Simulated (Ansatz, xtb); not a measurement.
**Isomers of C4H8SSi2 in order of energy**

3 gas-phase structures of C4H8SSi2, from a drawn sample of its isomers (lower ones may exist). Each was relaxed with GFN2-xTB:

A. `[SiH3]c1cscc1[SiH3]`, a singlet
B. `[SiH3]c1ccc([SiH3])s1`, a singlet
C. `[SiH3]c1csc([SiH3])c1`, a singlet

Problem. Which do you expect lowest at r2SCAN-D4/def2-SVP, and how would the others follow?

Solution. Calculated order at r2SCAN-D4/def2-SVP: B (0.0), C (1.9), A (3.1) kcal/mol.

Energies above the lowest of each column, in kcal/mol; the last columns are at B3LYP/def2-SVP geometries:

| structure | GFN2-xTB | HF/STO-3G | r2SCAN-D4/def2-SVP | B3LYP/def2-SVP | CCSD(T)/def2-SVP + ΔMP2/def2-TZVPP |
| --- | --- | --- | --- | --- | --- |
| B | 0.0 | 0.0 | 0.0 | 0.0 | 0.0 |
| C | 0.1 | 0.2 | 1.9 | 1.3 | 1.2 |
| A | 0.1 | 1.7 | 3.1 | 3.6 | 2.8 |

Every level run on B puts it lowest or level with the lowest. Some further structures that were screened fall inside this span and aren't listed. ΔMP2 is the change of the MP2 energy from the smaller to the larger basis.

Programs: Ansatz 0.2.0, xtb 6.7.1.
